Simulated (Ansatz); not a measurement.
The cluster Na₂Li₅⁻, relaxed as a singlet with RKS PBE/def2-TZVPD in Ansatz, starting from the GFN1-xTB geometry. Force threshold 0.02 eV/Å.

The restricted singlet is unstable towards broken spin symmetry in Hartree–Fock (as tested in another run); at PBE/def2-TZVPD this wasn't settled. The highest occupied level of the charge -1 singlet lies above zero (up to 0.19 eV). The electron is either unbound and held by the finite basis, or the level is raised by self-interaction error. Another isomer (singlet) lies 0.18 eV lower at PBE0/def2-TZVPD; other spin states weren't run for this one.

Start:

Cartesian coordinates in Å:
```
Li 0.076 -0.569 1.210
Li 0.455 -0.432 1.266
Li 0.526 -0.999 1.407
Li -0.129 0.746 -2.352
Li -1.463 2.159 -1.290
Na 0.595 -0.629 -1.412
Na -0.059 -0.276 1.171
```

Task: Estimate the energy that the relaxation releases and the steps that it takes.

Result: 52818.0 kJ/mol, in 31 steps; 95 s on 2 threads of Arm Neoverse V1 on a shared host. The force fell under the threshold at step 27, but the optimiser went on and released 0.006 eV more. No frequencies were taken in this run, so the end may be a saddle point.

Task: Does the start keep its bonding and symmetry?

Result: Bonds lost: Li3–Na6, Li3–Na7, Na6–Na7 (atoms count from 1). Bonds formed: Li1–Li4, Li2–Li4, Li2–Li5 (atoms count from 1). Metal–metal contacts that move far: Li1–Li2 0.41 to 3.01 Å, Li1–Li3 0.65 to 3.08 Å, Li4–Li5 2.21 to 3.07 Å.

Task: Predict the relaxed structure.

Result: 
```tsv
atom	x (Å)	y (Å)	z (Å)
Li1	-0.1023	-2.0815	0.0736
Li2	0.6979	0.7941	0.4562
Li3	1.3589	-0.9376	2.5379
Li4	-1.2691	-0.0985	-1.6614
Li5	-0.5663	2.8069	-0.9701
Na6	1.9590	-0.5501	-1.8758
Na7	-2.0780	0.0668	1.4396
```
Bond lengths (bridged metal pairs left out): 6 × Li–Li 2.77 to 3.07 Å; 6 × Li–Na 2.97 to 3.27 Å.
